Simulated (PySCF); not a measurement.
Radial density of As (arsenic, neutral)

UHF, [Ar] 3d10 4s1 4p4, high-spin 4P determinant (an excited configuration). All numbers are calculated (PySCF 2.14, a scalar-relativistic core potential, in aug-cc-pwCVTZ-PP with ECP10MDF). This is the valence pseudo-density: the core potential removes the inner electrons and smooths the orbitals near the nucleus.

```json
{"r (bohr)": "0.000991", "4πr²ρ (e/bohr)": "2.813e-05", "4πr²(ρα − ρβ)": "0.0000"}
{"r (bohr)": "0.00167", "4πr²ρ (e/bohr)": "7.903e-05", "4πr²(ρα − ρβ)": "0.0000"}
{"r (bohr)": "0.00280", "4πr²ρ (e/bohr)": "0.0002194", "4πr²(ρα − ρβ)": "0.0000"}
{"r (bohr)": "0.00471", "4πr²ρ (e/bohr)": "0.0005898", "4πr²(ρα − ρβ)": "0.0000"}
{"r (bohr)": "0.00793", "4πr²ρ (e/bohr)": "0.001473", "4πr²(ρα − ρβ)": "0.0001"}
{"r (bohr)": "0.0133", "4πr²ρ (e/bohr)": "0.003267", "4πr²(ρα − ρβ)": "0.0002"}
{"r (bohr)": "0.0224", "4πr²ρ (e/bohr)": "0.006602", "4πr²(ρα − ρβ)": "0.0004"}
{"r (bohr)": "0.0377", "4πr²ρ (e/bohr)": "0.01374", "4πr²(ρα − ρβ)": "0.0007"}
{"r (bohr)": "0.0635", "4πr²ρ (e/bohr)": "0.06408", "4πr²(ρα − ρβ)": "0.0008"}
{"r (bohr)": "0.107", "4πr²ρ (e/bohr)": "0.5530", "4πr²(ρα − ρβ)": "-0.0001"}
{"r (bohr)": "0.180", "4πr²ρ (e/bohr)": "3.770", "4πr²(ρα − ρβ)": "0.0021"}
{"r (bohr)": "0.302", "4πr²ρ (e/bohr)": "16.37", "4πr²(ρα − ρβ)": "0.1208"}
{"r (bohr)": "0.508", "4πr²ρ (e/bohr)": "30.80", "4πr²(ρα − ρβ)": "0.2144"}
{"r (bohr)": "0.855", "4πr²ρ (e/bohr)": "13.57", "4πr²(ρα − ρβ)": "0.0468"}
{"r (bohr)": "1.44", "4πr²ρ (e/bohr)": "3.273", "4πr²(ρα − ρβ)": "1.4763"}
{"r (bohr)": "2.42", "4πr²ρ (e/bohr)": "2.005", "4πr²(ρα − ρβ)": "1.2648"}
{"r (bohr)": "4.07", "4πr²ρ (e/bohr)": "0.3968", "4πr²(ρα − ρβ)": "0.1098"}
{"r (bohr)": "6.84", "4πr²ρ (e/bohr)": "0.01787", "4πr²(ρα − ρβ)": "-0.0074"}
{"r (bohr)": "11.5", "4πr²ρ (e/bohr)": "0.0001736", "4πr²(ρα − ρβ)": "-0.0002"}
```

Energies and moments cover only the electrons outside the core potential.

Task: Where is the radial spin density 4πr²(ρα − ρβ) most negative, and why is it negative at all?

Result: Around r = 6.84 bohr, down to -0.0074 e/bohr: exchange with the open shell polarises the paired shells in an unrestricted calculation.
